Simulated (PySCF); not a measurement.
Isomers of C4H7F3Si. Method used: TDDFT CAM-B3LYP/def2-SVPD, vertical, gas phase, core orbitals frozen in the response (PySCF). Geometries: PBE0-D3(BJ)/def2-SVP; one conformer of each isolated species. Triplets are in the Tamm–Dancoff approximation. 'Strongest' means the level of largest summed f among the lowest 10 singlets; it needn't be the same kind of state in each.

**Question.** Rank by computed energy of the strongest computed level, lowest first.
A. `C[Si@@H]1C[C@@H]1C(F)(F)F`
B. `FC(F)[C@@H]1C[C@H](F)[SiH2]1`
C. `FC(F)(F)C[C@H]1C[SiH2]1`
D. `C(CC(=C(F)F)F)[SiH3]`
E. `FC(F)(F)/C=C/C[SiH3]`

**Answer.** C (6.53 eV), E (6.78 eV), A (7.06 eV), D (7.86 eV), B (8.39 eV).

```tsv
SMILES	strongest (eV)	T1 (eV)	S1 (eV)	first f ≥ 0.01 (nm)	gap (eV)	LUMO (eV)	S1 mainly
FC(F)(F)C[C@H]1C[SiH2]1	6.53	5.11	6.43	193	9.34	0.92	H→L+1 (43%)
FC(F)(F)/C=C/C[SiH3]	6.78	4.20	6.78	183	9.58	0.32	H→L (95%)
C[Si@@H]1C[C@@H]1C(F)(F)F	7.06	5.69	6.87	180	9.79	1.06	H→L (82%)
FC(F)=C(F)CC[SiH3]	7.86	4.45	6.52	190	9.53	0.85	H→L (58%)
FC(F)[C@@H]1C[C@H](F)[SiH2]1	8.39	6.49	7.04	176	10.43	0.74	H→L (88%)
```

H and L stand for HOMO and LUMO.
